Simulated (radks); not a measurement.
Task: Successive ionisation energies (eV) of one element, from differences of total energies of ions in their ground configurations, starting at charge 0: 5.638, 19.215, 28.706, 121.03, 157.08, 196.06, 237.80, 282.82, 329.53, 399.53, 440.39, 2104.4, 2285.8. Method: Dirac Kohn-Sham, BLYP, spin-unpolarised, spherical densities, finite nucleus; open shells fill j = l - 1/2 first; Fermi nuclear charge, rms radius 3.061 fm; computed with a radial shooting solver on a logarithmic mesh with Libxc functionals. Which element is it?

Result: Aluminium (Z = 13). The first species listed is Al in [Ne] 3s2 3p1, the last Al12+ in 1s1.
